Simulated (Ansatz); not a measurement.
`[SiH3][SiH2]SCS` + `BO[SiH2]S` → `BO[SiH2]S[SiH3]` + `[SiH3]SCS`  (cleavage of the Si–Si bond)

Calculated with Ansatz (gas phase, PBE0-D4/def2-TZVP geometries, no zero-point term in ΔE). CCSD(T)/CBS is the MP2 limit (def2-TZVPP, def2-QZVPP) plus CCSD(T) − MP2 in def2-TZVPP, frozen cores. DFT in def2-TZVPP. Each species was taken in one conformer, which may not be the lowest.

| species | PBE0 energy (Eh) |
| --- | --- |
| `[SiH3][SiH2]SCS` | -1417.78428 |
| `BO[SiH2]S` | -790.54454 |
| `BO[SiH2]S[SiH3]` | -1081.14591 |
| `[SiH3]SCS` | -1127.20184 |

Task: Work out ΔE.

Result: ΔE = (-1081.14591) + (-1127.20184) − (-1417.78428) − (-790.54454) = -0.01893 Eh = -49.7 kJ/mol. CCSD(T)/CBS gives -57.8 kJ/mol.

Largest T1 diagnostic among the species: 0.013.

From PBE to PBE0 (25 % exact exchange), in def2-TZVPP and without D4, ΔE moves by −5.0 kJ/mol.
